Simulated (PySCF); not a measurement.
O$_{2}$Ti, singlet, at a GFN2-xTB geometry (such geometries of metal compounds can be far from the true shape). Base run: R2SCAN/def2-SV(P) (PySCF).

The PySCF input:
```python
from pyscf import gto, scf, dft

mol = gto.M(
    atom='''
Ti    0.23899428    0.04573060    0.28655580
O     0.69526851    0.11672313   -1.27662119
O    -1.35250277   -0.24248227    0.48859274
''',
    basis='def2-sv(p)',
    verbose=3,
)

mf = dft.RKS(mol)
mf.xc = 'r2scan'
mf.kernel()
mf.analyze()
```

Variants of this job, named by their change:

```csv
change,ΔE vs base (mEh),fitting functions,dipole (D),outcome
base,0.000,-,6.46,converged
auxbasis = def2-svp-ri,-10019.2,239,6.46,converged
auxbasis = even-tempered beta=1.6,-0.003,771,6.46,converged
auxbasis = def2-universal-jfit,-0.116,187,6.46,converged
auxbasis = default (with mf = mf.density_fit()),-0.116,187,6.46,converged
auxbasis = def2-universal-jkfit,-0.035,418,6.46,converged
auxbasis = autoaux,-0.041,502,6.46,converged
auxbasis = cc-pvdz-jkfit,-,-,-,stopped with an error
auxbasis = def2-tzvp-ri,-10857.4,334,6.47,converged
auxbasis = even-tempered beta=3.0,-11.082,356,6.46,converged
```

A fitting set is made for a task (jfit for Coulomb, jkfit for Coulomb and exchange, ri for correlation) and for a family of orbital bases.

- auxbasis = cc-pvdz-jkfit: ended with `pyscf.lib.exceptions.BasisNotFoundError: Basis set not found for Ti in cc-pvdz-jkfit`
